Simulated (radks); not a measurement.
The numbers below are computed, except where a source is named.
Q: Species: the gold ion Au2+. Configuration: [Xe] 4f14 5d9. Level of theory: scalar-relativistic Kohn-Sham, PBE, spin-polarised, spherical densities, finite nucleus; open shells are filled with parallel spins first (spin-orbit coupling, left out, can overturn this in heavy ions); Fermi nuclear charge, rms radius 5.4371 fm (a radial shooting solver on a logarithmic mesh with Libxc functionals). Some entries of the table are withheld. Estimate them.

orbital  occ.  eigenvalue (eV)  <r^2> (bohr^2)
1s down     1        -80763.17       0.0003934
1s up       1        -80763.17       0.0003934
2s up       1        -14268.70        0.005996
2s down     1        -14268.62        0.005996
2p up       3        -12342.45        0.005047
2p down     3        -12342.39        0.005047
3s up       1        -3384.420         0.03867
3s down     1        -3384.392         0.03867
3p up       3        -2825.387         0.03974
3p down     3        -2825.355         0.03974
3d up       5        -2227.104         0.03292
3d down     5        -2227.050         0.03292
4s up       1        -751.5653          0.1870
4s down     1        -751.4932          0.1870
4p up       3        -568.1719          0.2136
4p down     3        -568.1053          0.2136
4d up       5        -347.6601          0.2428
4d down     5        -347.5830          0.2427
5s up       1        -130.1614             (1)
5s down     1        -129.6658             (2)
4f up       7        -102.8885          0.3016
4f down     7        -102.7781          0.3010
5p up       3              (3)           1.292
5p down     3              (4)           1.290
5d up       5              (5)           2.611
5d down     4              (6)           2.633

A: 
(1) 5s up <r^2> (bohr^2): 0.9635
(2) 5s down <r^2> (bohr^2): 0.9615
(3) 5p up eigenvalue (eV): -81.5911
(4) 5p down eigenvalue (eV): -80.9793
(5) 5d up eigenvalue (eV): -27.6573
(6) 5d down eigenvalue (eV): -26.9844
